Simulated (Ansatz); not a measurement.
Born–Oppenheimer molecular dynamics of CH6GeS (9 atoms, charge 0, multiplicity 1). It starts at the highest image of a converged band. Of that band: Neighbouring images differ by up to 1.5 eV, so the band resolves the path poorly. A vibrational analysis at the climbing image gives one clearly imaginary mode, 1311i cm⁻¹: a first-order saddle point.

Level of theory: RKS PBE/def2-SVP in Ansatz 0.2.0.

| Quantity | Value |
| --- | --- |
| ensemble | NVE (velocity Verlet) |
| time step | 0.5 fs |
| steps asked | 200 |
| starting velocities drawn for | 300 K |
| seed | 8399 |

Frames 1 fs apart, positions in Å, forces in eV/Å.

Velocities at 55.0 fs (Å/ps):

```
Ge -2.69 -3.03 -1.12
C 23.68 18.92 7.22
S -5.18 -3.25 -1.47
H 52.81 49.17 28.30
H -21.12 5.99 -6.21
H -22.89 -0.89 -10.35
H 39.39 4.65 0.04
H 38.05 3.60 -12.62
H -9.71 33.78 42.15
```

```xyz
9
Properties=species:S:1:pos:R:3:forces:R:3 time_fs=55.0 energy_less_start_eV=-1.161 T=1585
Ge -1.198 -0.543 -0.253 -0.38 -0.20 1.53
C 1.554 1.055 0.518 0.74 -1.35 -1.29
S -0.374 -2.029 -1.307 0.58 -1.03 -0.81
H 2.045 0.656 -0.501 -0.64 0.93 2.09
H -1.654 0.752 -0.858 -0.33 0.88 -0.23
H -1.506 -0.727 1.303 0.03 0.28 -0.54
H 0.663 1.629 0.223 -0.14 0.35 -0.02
H 1.195 0.131 1.068 0.46 0.66 -0.17
H 2.227 1.685 1.170 -0.33 -0.52 -0.58
9
Properties=species:S:1:pos:R:3:forces:R:3 time_fs=56.0 energy_less_start_eV=-1.235 T=1666
Ge -1.201 -0.546 -0.254 -0.52 0.14 1.29
C 1.578 1.073 0.525 1.16 -1.18 -0.64
S -0.379 -2.032 -1.309 0.59 -1.02 -0.80
H 2.095 0.710 -0.463 -0.46 0.73 1.64
H -1.676 0.762 -0.865 -0.20 0.57 -0.10
H -1.529 -0.726 1.290 0.04 0.26 -0.43
H 0.701 1.636 0.223 -0.63 0.56 -0.17
H 1.235 0.138 1.054 0.34 0.58 -0.09
H 2.216 1.716 1.209 -0.33 -0.64 -0.69
9
Properties=species:S:1:pos:R:3:forces:R:3 time_fs=57.0 energy_less_start_eV=-1.314 T=1752
Ge -1.204 -0.549 -0.255 -0.66 0.53 0.96
C 1.603 1.091 0.531 1.03 -0.67 0.18
S -0.384 -2.036 -1.311 0.60 -1.00 -0.79
H 2.140 0.770 -0.410 -0.03 0.40 0.75
H -1.701 0.777 -0.874 -0.04 0.20 0.05
H -1.551 -0.724 1.273 0.04 0.23 -0.26
H 0.733 1.647 0.221 -0.88 0.60 -0.25
H 1.278 0.150 1.040 0.18 0.35 0.04
H 2.201 1.742 1.242 -0.25 -0.64 -0.68
9
Properties=species:S:1:pos:R:3:forces:R:3 time_fs=58.0 energy_less_start_eV=-1.339 T=1780
Ge -1.207 -0.552 -0.256 -0.78 0.90 0.58
C 1.629 1.108 0.537 0.23 0.12 1.11
S -0.389 -2.040 -1.313 0.60 -0.97 -0.76
H 2.186 0.834 -0.350 0.69 -0.01 -0.53
H -1.726 0.794 -0.881 0.11 -0.14 0.19
H -1.573 -0.718 1.254 0.03 0.19 -0.05
H 0.757 1.665 0.217 -0.78 0.42 -0.22
H 1.323 0.165 1.026 -0.01 0.01 0.20
H 2.185 1.761 1.268 -0.09 -0.51 -0.53
9
Properties=species:S:1:pos:R:3:forces:R:3 time_fs=59.0 energy_less_start_eV=-1.296 T=1734
Ge -1.210 -0.555 -0.256 -0.86 1.19 0.21
C 1.655 1.125 0.545 -0.95 0.87 1.77
S -0.393 -2.044 -1.315 0.59 -0.93 -0.72
H 2.238 0.898 -0.295 1.46 -0.32 -1.72
H -1.749 0.810 -0.887 0.24 -0.42 0.29
H -1.595 -0.712 1.234 0.00 0.14 0.19
H 0.774 1.687 0.211 -0.42 0.09 -0.12
H 1.368 0.181 1.015 -0.18 -0.33 0.33
H 2.167 1.775 1.290 0.11 -0.27 -0.23
9
Properties=species:S:1:pos:R:3:forces:R:3 time_fs=60.0 energy_less_start_eV=-1.260 T=1695
Ge -1.213 -0.558 -0.257 -0.91 1.38 -0.11
C 1.680 1.142 0.553 -1.73 1.20 1.57
S -0.398 -2.049 -1.318 0.57 -0.87 -0.68
H 2.304 0.960 -0.255 1.70 -0.36 -2.05
H -1.771 0.822 -0.890 0.35 -0.62 0.36
H -1.617 -0.703 1.216 -0.03 0.09 0.40
H 0.787 1.709 0.203 0.02 -0.27 0.00
H 1.411 0.193 1.006 -0.29 -0.57 0.36
H 2.151 1.787 1.308 0.31 0.03 0.16
9
Properties=species:S:1:pos:R:3:forces:R:3 time_fs=61.0 energy_less_start_eV=-1.282 T=1717
Ge -1.216 -0.560 -0.257 -0.93 1.48 -0.35
C 1.704 1.161 0.563 -1.59 1.05 0.46
S -0.402 -2.054 -1.320 0.54 -0.81 -0.62
H 2.386 1.017 -0.235 1.07 -0.19 -1.30
H -1.789 0.828 -0.890 0.42 -0.73 0.37
H -1.638 -0.694 1.202 -0.04 0.05 0.56
H 0.800 1.728 0.196 0.38 -0.55 0.08
H 1.452 0.200 1.000 -0.30 -0.60 0.27
H 2.137 1.799 1.329 0.44 0.29 0.51
9
Properties=species:S:1:pos:R:3:forces:R:3 time_fs=62.0 energy_less_start_eV=-1.305 T=1742
Ge -1.219 -0.563 -0.258 -0.93 1.47 -0.46
C 1.726 1.180 0.573 -0.76 0.71 -0.72
S -0.406 -2.059 -1.323 0.51 -0.73 -0.55
H 2.477 1.073 -0.227 -0.04 -0.03 -0.14
H -1.803 0.827 -0.886 0.46 -0.75 0.35
H -1.661 -0.685 1.193 -0.04 0.01 0.63
H 0.816 1.743 0.189 0.58 -0.69 0.12
H 1.490 0.202 0.997 -0.23 -0.38 0.08
H 2.128 1.813 1.354 0.45 0.40 0.68
9
Properties=species:S:1:pos:R:3:forces:R:3 time_fs=63.0 energy_less_start_eV=-1.283 T=1718
Ge -1.223 -0.565 -0.259 -0.92 1.36 -0.43
C 1.748 1.200 0.583 0.24 0.41 -1.29
S -0.410 -2.064 -1.326 0.47 -0.65 -0.48
H 2.568 1.129 -0.220 -1.06 0.01 0.78
H -1.813 0.819 -0.878 0.46 -0.69 0.29
H -1.683 -0.675 1.190 0.00 -0.03 0.60
H 0.838 1.751 0.184 0.60 -0.69 0.09
H 1.525 0.199 0.995 -0.12 -0.02 -0.14
H 2.122 1.832 1.386 0.34 0.30 0.58
9
Properties=species:S:1:pos:R:3:forces:R:3 time_fs=64.0 energy_less_start_eV=-1.238 T=1669
Ge -1.226 -0.567 -0.260 -0.91 1.15 -0.28
C 1.770 1.221 0.592 1.15 0.21 -1.18
S -0.413 -2.069 -1.329 0.43 -0.56 -0.41
H 2.650 1.185 -0.206 -1.74 -0.04 1.29
H -1.819 0.804 -0.868 0.43 -0.54 0.20
H -1.706 -0.666 1.193 0.06 -0.05 0.47
H 0.866 1.753 0.179 0.45 -0.56 -0.01
H 1.560 0.197 0.992 -0.01 0.36 -0.33
H 2.120 1.853 1.423 0.14 0.04 0.24
9
Properties=species:S:1:pos:R:3:forces:R:3 time_fs=65.0 energy_less_start_eV=-1.205 T=1633
Ge -1.230 -0.568 -0.260 -0.87 0.85 -0.04
C 1.793 1.241 0.600 1.88 0.08 -0.66
S -0.417 -2.075 -1.333 0.38 -0.47 -0.33
H 2.715 1.240 -0.180 -2.06 -0.13 1.44
H -1.820 0.784 -0.857 0.35 -0.32 0.07
H -1.728 -0.657 1.200 0.14 -0.08 0.29
H 0.898 1.749 0.174 0.17 -0.34 -0.15
H 1.594 0.198 0.985 0.07 0.65 -0.44
H 2.120 1.875 1.462 -0.06 -0.26 -0.18
9
Properties=species:S:1:pos:R:3:forces:R:3 time_fs=66.0 energy_less_start_eV=-1.209 T=1638
Ge -1.234 -0.570 -0.261 -0.80 0.48 0.25
C 1.818 1.262 0.607 2.31 0.02 0.01
S -0.420 -2.081 -1.336 0.33 -0.37 -0.25
H 2.760 1.294 -0.140 -2.05 -0.21 1.31
H -1.818 0.761 -0.844 0.24 -0.02 -0.09
H -1.749 -0.649 1.210 0.24 -0.10 0.08
H 0.931 1.742 0.168 -0.16 -0.08 -0.31
H 1.629 0.206 0.975 0.12 0.77 -0.46
H 2.119 1.894 1.500 -0.22 -0.49 -0.54
```

Of the whole run (100 fs, mean temperature of the second half 1682 K): The conserved energy stayed within 0.27 meV per atom of its start (net change 0.12 meV per atom), so the integration is sound. The kinetic energy rose, since the run started high on the potential surface and went downhill. It ends in pieces (CH4 + GeH2S), so much of that is their flight and rotation, not heat. A run of 0.1 ps of so small a system gives no equilibrium averages. The orbitals stay closed-shell, which can raise the energy where a bond breaks towards radicals; this wasn't checked here.

The run took 5.6 min on 2 threads of Intel(R) Xeon(R) Platinum 8259CL CPU @ 2.50GHz (Skylake/Cascade Lake) (shared host), peak memory 0.16 GiB.
